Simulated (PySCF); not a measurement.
Mo(O)(NH)(NH2)(SH) (H4MoN2OS), SMILES [NH]=[Mo]([NH2])(=[O])[SH], multiplicity 1. Heavy atoms are numbered as in [Mo:1](=[O:2])(=[NH:3])([NH2:5])[SH:8]. Hydrogens are named by the atom that carries them.

Geometry: B3LYP-D3(BJ)/def2-SVP. The multiplicity is an assumed one; no other spin state was optimised. The structure was generated by enumeration; whether it is a known compound was not checked. The def2 effective core potentials stand for the cores of Mo; spin–orbit coupling is left out. One conformer was computed; it need not be the lowest.

Computed with PySCF with PBE/def2-TZVP.

ESP charges are fitted to the potential on shells at 1.4 to 2.0 van der Waals radii. Atomic charges (e), one atom of each kind:

```
atom      Mulliken  Löwdin  ESP fit
--------  --------  ------  -------
Mo1           1.37       ?     0.95
O2           -0.51       ?    -0.41
N3 (NH)      -0.62       ?    -0.54
H on N3       0.24    0.16     0.33
N5 (NH2)     -0.75   -0.33    -0.98
H on N5       0.25    0.16     0.42
S8 (SH)      -0.41       ?    -0.35
H on S8       0.17    0.06     0.19
```

Problem. What belongs in the gaps? (An estimate is asked for; the answer gives what the named calculation found.)

Solution. 
- Mo1, Löwdin: 0.31
- O2, Löwdin: -0.26
- N3 (NH), Löwdin: -0.31
- S8 (SH), Löwdin: 0.05
